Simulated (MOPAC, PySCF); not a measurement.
[Ti(Cl)4], neutral singlet in the gas phase. 

Cartesian coordinates (Å):
```xyz
5

Ti     0.0000     0.0000     0.0000
Cl     0.1472    -0.5569    -2.0885
Cl     1.1800     1.7815     0.3572
Cl    -2.0713     0.3939     0.4981
Cl     0.7441    -1.6185     1.2331
```
Charge 0, multiplicity 1.

All levels are single points at this geometry (r2SCAN-D4/def2-SVP); Pople sets use spherical d functions. Orbital energies aren't observables, and empty levels follow the basis.

BP86/6-31G* (LANL2DZ on Ti) in PySCF gives gap (eV) = 3.54.

**Question.** Estimate the gap (eV) from each of these levels: PBE-D3(BJ)/def2-TZVP in PySCF; TPSSh-D3(BJ)/def2-TZVP in PySCF; B3LYP/3-21G in PySCF; B3LYP/6-311+G** (LANL2DZ on Ti) in PySCF; B3LYP/6-31G* (LANL2DZ on Ti) in PySCF; B3LYP/LANL2DZ in PySCF; M06-2X/6-31G* (LANL2DZ on Ti) in PySCF; PBE/6-31G* (LANL2DZ on Ti) in PySCF; SVWN5/6-31G* (LANL2DZ on Ti) in PySCF; HF/3-21G in PySCF; HF/6-31G* (LANL2DZ on Ti) in PySCF; PM6 in MOPAC.

**Answer.** 
```
level                                     gap (eV)
----------------------------------------  --------
PBE-D3(BJ)/def2-TZVP in PySCF                 3.68
TPSSh-D3(BJ)/def2-TZVP in PySCF               4.65
B3LYP/3-21G in PySCF                          5.27
B3LYP/6-311+G** (LANL2DZ on Ti) in PySCF      5.08
B3LYP/6-31G* (LANL2DZ on Ti) in PySCF         5.12
B3LYP/LANL2DZ in PySCF                        5.09
M06-2X/6-31G* (LANL2DZ on Ti) in PySCF        7.57
PBE/6-31G* (LANL2DZ on Ti) in PySCF           3.54
SVWN5/6-31G* (LANL2DZ on Ti) in PySCF         3.55
HF/3-21G in PySCF                            12.41
HF/6-31G* (LANL2DZ on Ti) in PySCF           12.21
PM6 in MOPAC                                  8.85
```
